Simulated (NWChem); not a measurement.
System: CH₄Al cation; SMILES [CH3][AlH+]

The following NWChem deck was run.

```
start job
memory heap 200 mb stack 700 mb global 900 mb
charge 1
geometry units angstroms noautoz
  Al     0.000000     0.000000    -0.708169
  C      0.000000     0.000000     1.190690
  H      0.270706    -0.991562     1.566558
  H     -0.994071     0.261343     1.566558
  H      0.723365     0.730219     1.566558
  H      0.000000     0.000000    -2.266369
end
basis spherical
  * library def2-tzvp
end
dft
  xc xwpbe 1.00 cpbe96 1.0 hfexch 1.00
  cam 0.4 cam_alpha 0.0 cam_beta 1.0
  iterations 150
  mulliken
end
task dft energy
```

The geometry was optimised at PBE0-D3(BJ)/def2-TZVP.

Problem. Predict the main results of this run. (LC-wPBE (HJS exchange hole, range parameter 0.4 per bohr)/def2-TZVP.) Quantities: energy (Ha); highest occupied level (eV); orbital gap (eV).

Solution. 
```yaml
energy (Ha): -282.53
highest occupied level (eV): -17.71
orbital gap (eV): 12.56
```
